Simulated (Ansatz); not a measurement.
A nudged elastic band was laid between two geometries of GeH4O + H (7 atoms, charge 0, multiplicity 2).

Method: UHF/def2-SVP in Ansatz.

```json
{
  "movable images": "7",
  "climbing image": "yes",
  "spring": "5.0 eV/Å²",
  "optimiser": "quadratic models (default)",
  "start path": "through a guess of the saddle point",
  "force threshold": "0.03 eV/Å",
  "iteration limit": "60",
  "end points": "relaxed"
}
```

First end point:

```xyz
7
Properties=species:S:1:pos:R:3
Ge 0.030 -0.007 -0.326
H 0.145 0.222 1.188
H 1.407 -0.021 -0.984
H -0.864 1.080 -0.940
O -0.660 -1.602 -0.643
H -1.529 -1.770 -0.314
H 0.080 0.008 5.140
```

Last end point:

```xyz
7
Properties=species:S:1:pos:R:3
Ge -0.089 0.408 -0.891
H -0.004 -0.602 2.933
H 1.430 0.318 -1.086
H -0.843 0.153 -2.215
O -0.490 -0.865 0.276
H -1.408 -1.022 0.434
H 0.013 -0.480 3.671
```

(1) What changes between the two ends?

(2) Give the energies along the band, and the barrier.

(3) What is the geometry of the highest image?

The band took 28 iterations and about 2.4 core-minutes.

## Answers

(1) Bonds broken: Ge1–H2. Bonds formed: H2–H7. GeH4O + H becomes GeH3O + H2.

(2) The run converged. The highest image is number 3 of 0 to 8, 13.5 kcal/mol above the first end and 25.6 kcal/mol above the last; the last end lies 12.1 kcal/mol below the first. A vibrational analysis at the climbing image gives one clearly imaginary mode, 1925i cm⁻¹: a first-order saddle point. Another band between the same ends, with other settings, climbed to 0.198 eV only, so this may not be the lowest route.

```json
{"image": "0", "path coordinate (Å)": "0.00", "energy (kcal/mol)": "0.0", "Ge1–H2 (Å)": "1.54", "H2–H7 (Å)": "3.96"}
{"image": "1", "path coordinate (Å)": "1.23", "energy (kcal/mol)": "0.2", "Ge1–H2 (Å)": "1.54", "H2–H7 (Å)": "2.92"}
{"image": "2", "path coordinate (Å)": "2.47", "energy (kcal/mol)": "1.1", "Ge1–H2 (Å)": "1.53", "H2–H7 (Å)": "2.35"}
{"image": "3", "path coordinate (Å)": "3.70", "energy (kcal/mol)": "13.5", "Ge1–H2 (Å)": "1.71", "H2–H7 (Å)": "1.06"}
{"image": "4", "path coordinate (Å)": "5.07", "energy (kcal/mol)": "-8.9", "Ge1–H2 (Å)": "2.89", "H2–H7 (Å)": "0.75"}
{"image": "5", "path coordinate (Å)": "6.45", "energy (kcal/mol)": "-11.1", "Ge1–H2 (Å)": "4.02", "H2–H7 (Å)": "0.75"}
{"image": "6", "path coordinate (Å)": "7.82", "energy (kcal/mol)": "-11.2", "Ge1–H2 (Å)": "4.37", "H2–H7 (Å)": "0.75"}
{"image": "7", "path coordinate (Å)": "9.19", "energy (kcal/mol)": "-11.4", "Ge1–H2 (Å)": "4.03", "H2–H7 (Å)": "0.75"}
{"image": "8", "path coordinate (Å)": "10.57", "energy (kcal/mol)": "-12.1", "Ge1–H2 (Å)": "3.96", "H2–H7 (Å)": "0.75"}
```

(3) 
```xyz
7
Properties=species:S:1:pos:R:3:forces:R:3
Ge -0.018 -0.059 0.174 0.00 0.00 0.00
H 0.003 0.221 1.861 0.00 0.00 -0.01
H 1.396 -0.350 -0.355 0.00 0.00 0.00
H -0.630 1.137 -0.574 0.00 0.00 0.00
O -1.040 -1.487 -0.021 0.01 0.00 0.00
H -1.078 -1.883 -0.878 0.00 0.00 0.00
H -0.023 0.333 2.913 0.00 0.00 0.01
```

Run time: 2.4 min on 1 thread of Intel(R) Xeon(R) 6975P-C (Granite Rapids), on a shared host, peak memory 0.17 GiB.
